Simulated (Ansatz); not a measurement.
C2H4SSi can be A, `[SiH3]C#CS`, or B, `C1=CS[SiH2]1`.

Program: Ansatz. Geometries: PBE0-D4/def2-TZVP. ΔE: electronic, gas phase. CBS: MP2 limit from def2 TZ/QZ plus the TZ coupled-cluster correction, frozen cores. DFT in def2-TZVPP. B3LYP here is the variant with VWN-RPA as its local correlation; programs differ in this. Each species was taken in one conformer, which may not be the lowest.

Q: Which is lower in electronic energy at CCSD(T)/CBS, and by how much? (An estimate is asked.)

A: Computed: B, by 129.5 kJ/mol.

Q: Give E(B) − E(A) in kJ/mol with LDA (SPW92), MP2/def2-TZVPP, B3LYP-D4, CCSD(T)/def2-SVP, HF/def2-TZVPP, B3LYP, CCSD(T)/def2-TZVPP. (Best estimate.)

A: Ansatz gave: LDA (SPW92) -155.7, MP2/def2-TZVPP -124.2, B3LYP-D4 -117.9, CCSD(T)/def2-SVP -111.1, HF/def2-TZVPP -104.8, B3LYP -111.1, CCSD(T)/def2-TZVPP -123.6. None reverses the order clearly.

Q: Does the order hold for the free energy at 298.15 K (harmonic terms from PBE0-D4)? (Best estimate.)

A: The calculation gave: Yes: G(B) − G(A) = -102.6 kJ/mol, for one conformer each. Modes under 60 cm⁻¹, often nearly free rotors, make the harmonic entropy too high.

Largest T1 diagnostic: 0.013.

From BLYP to BHLYP (50 % exact exchange), in def2-TZVPP and without D4, E(B) − E(A) moves by −19.1 kJ/mol. In def2-TZVPP, CCSD(T) changes the Hartree–Fock value by −18.8 kJ/mol (the triples alone add −2.5 kJ/mol) and MP2 by −19.4 kJ/mol.
